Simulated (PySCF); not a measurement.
**C7H14: calculation and literature**

Cartesian coordinates in Å; atom numbers follow the order of the lines, from 1:
```xyz
21

C     2.658   -0.465    0.206
C     1.566    0.552   -0.100
C     0.221    0.162    0.510
C    -0.836    1.265    0.370
C    -2.157    0.508    0.426
C    -1.879   -0.716   -0.444
C    -0.416   -1.081   -0.147
H     2.391   -1.445   -0.181
H     2.806   -0.553    1.280
H     3.601   -0.163   -0.245
H     1.863    1.527    0.295
H     1.454    0.655   -1.182
H     0.374   -0.035    1.576
H    -0.733    1.754   -0.601
H    -0.747    2.023    1.148
H    -3.000    1.096    0.063
H    -2.367    0.201    1.452
H    -1.992   -0.446   -1.495
H    -2.560   -1.539   -0.235
H     0.107   -1.346   -1.066
H    -0.361   -1.938    0.524
```

Measured values that the calculation should reproduce: δ ¹³C C3 42.3; C4/C7 32.6; C5/C6 25.4 ppm (measured; solution, not stated per compound (mostly CDCl3 or CCl4); Pretsch, Buehlmann, Badertscher, Structure Determination of Organic Compounds, 4th ed. (2009)).

How the numbers were obtained: coordinates at the GFN2-xTB level, shieldings: GIAO PBE0/pcSseg-1, in PySCF 2.14.0 with density-fitted response routines (in vacuum, a single conformation, non-relativistic Hamiltonian, equivalent nuclei averaged).

Question: What does the calculation give, and how does it compare?

Answer: 
Reference values: measured (solution, not stated per compound (mostly CDCl3 or CCl4); Pretsch, Buehlmann, Badertscher, Structure Determination of Organic Compounds, 4th ed. (2009)).
```csv
atoms,quantity,reference,computed,"computed, scaled"
C3,δ ¹³C,42.3,44.9,41.6
C4/C7,δ ¹³C,32.6,35.8,32.7
C5/C6,δ ¹³C,25.4,30.3,27.4
```

Computed shifts are σ(ref) − σ with the named reference compound (TMS for H and C) calculated as an isolated molecule at the same level. The measured values may be among those fitted. Expected solution values come from regression of measured δ (H and C: mostly CDCl3, vs TMS) on computed σ: ¹³C: δ = 179.97 − 0.974σ (rms 2.1 ppm, 958 shifts, 2.3 ppm with the 13 outliers that the fit left out). Occasional misses reach two or three times the rms, and more in compound classes unlike the fitted ones.

Question: How far are the unscaled ¹³C shifts from the references?

Answer: Mean signed difference +3.57 ppm, mean absolute 3.57 ppm over 3 comparisons; the largest is +4.9 ppm at C5/C6 (sp3 CH2 in a ring).
